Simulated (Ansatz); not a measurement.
```yaml
crystal:
  periodic: [false, false, false]
  atoms:
    - {symbol: S, position_ang: [0.923012, 1.888002, 0.957822]}
    - {symbol: S, position_ang: [0.199428, 0.078402, 1.615964]}
    - {symbol: In, position_ang: [-0.156476, -1.092781, -0.435464]}
    - {symbol: Br, position_ang: [-0.828784, -3.450784, -0.409981]}
    - {symbol: Br, position_ang: [0.114124, 0.038741, -2.588113]}
    - {symbol: H, position_ang: [-0.251304, 2.538419, 0.859774]}
basis:
  gaussian: {orbitals: def2-TZVPD, fitting: {mean_field: def2-universal-jkfit}, final_grid: {core_spheres: 20, valence_spheres: 16, degree: 47}, nuclear_model: gaussian}
total_charge: 1
magnetization: {spin_polarized: true, initial_magnetization: 1}
hamiltonian: {xc: {name: HF}, dispersion: d2}
```

```sh
$ ansatz run in.yaml --threads 2 --pin off --events-out ev --progress --plain --max-ram 32768MiB --backend cuda --devices 0, --max-vram 18GiB
```

Task: How does Ansatz answer? (An estimate is asked.)

Result: Computed: The input was rejected before any iteration.
```
Error: YAML parse error: error: line 14 column 43: hamiltonian.dispersion: `d2` is not `none`, `rvv10`, `d3bj`, `d3bjatm`, `d4` or a map `{method: …, s8: …, a1: …, a2_bohr: …}` (numbers without units, a2 in bohr) or `{method: …, functional: …}`
12 | total_charge: 1
13 | magnetization: {spin_polarized: true, initial_magnetization: 1}
14 | hamiltonian: {xc: {name: HF}, dispersion: d2}
```
